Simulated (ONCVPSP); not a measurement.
cadmium: one change to an ONCV potential, before and after

ONCVPSP 4.0.1 input, shortened (lines: element, Z, core and valence counts, functional; n l f; lmax; l rc ep ncon nbas qcut; lloc lpopt rc5 dvloc0; l nproj debl; icmod fcfact rcfact), PBE, scalar-relativistic:

```
  Cd 48.00    6    4        4      upf
    1    0    2.00
    2    0    2.00
    2    1    6.00
    3    0    2.00
    3    1    6.00
    3    2   10.00
    4    0    2.00
    4    1    6.00
    4    2   10.00
    5    0    1.00
    2
    0    1.40    0.00    4    9    7.30
    1    1.30    0.00    3    8    8.30
    2    1.40    0.00    4    9    9.20
    4    5    1.30    0.00
    0    3    1.60
    1    1    1.30
    2    3    0.90
    3    4.75    1.00
```

Change: s: qcut 8.6; p: qcut 9.8; d: qcut 10.9.

Cutoffs: the cutoffs (Ha) at which the residual kinetic energy of the hardest occupied pseudo-wave falls to 1 and 0.1 mHa per electron; they do not see the model core or the augmentation charge, which bear on the density cutoff. Errors are all-electron minus pseudo energies relative to the spin-unpolarised reference configuration.

Question: Predict the effect on cutoff, ghosts and configuration errors.

Answer: The potential gets harder (34 Ha and 39 Ha → 38 Ha and 45 Ha); the bound ghost in s disappears; of the 4 tests that both files solve, the error grows in 2 and shrinks in 0 by more than 15 % and 0.3 meV (median size 4.4 → 6.6 meV).

```tsv
quantity	base	changed
cutoff, loose	34 Ha	38 Ha
cutoff, tight	39 Ha	45 Ha
loose cutoff by channel	s 23 Ha, p 19 Ha, d 34 Ha	s 28 Ha, p 30 Ha, d 38 Ha
bound ghosts	s	none
GHOST(+) flags under 300 eV	none	s at 287.2 eV
error for 4s2 4p6 4d10 5s2, meV [ΔE -9.27 eV]	+0.9	+1.2
error for 4s2 4p6 4d10 5s0, meV [ΔE 17.13 eV]	-4.2	-3.7
error for 4s2 4p6 4d9 5s0, meV [ΔE 55.13 eV]	-8.1	-9.5
error for 4s2 4p6 4d8 5s0, meV [ΔE 109.20 eV]	-4.6	-13
s: phases at 1.42 bohr within 0.05 rad from the reference energy up to (Ha; the scan ends near 5)	to the end of the scan	to the end of the scan
p: phases at 1.32 bohr within 0.05 rad from the reference energy up to (Ha; the scan ends near 5)	2.7	3.6
d: phases at 1.42 bohr within 0.05 rad from the reference energy up to (Ha; the scan ends near 5)	to the end of the scan	to the end of the scan
rms error of d²Exc/dni dnj with the model core, mHa	0.80	0.88
```

 A true bound ghost makes a file unfit for plane-wave use even where its test errors are small: the radial tests pick states by their node count and pass the ghost by.
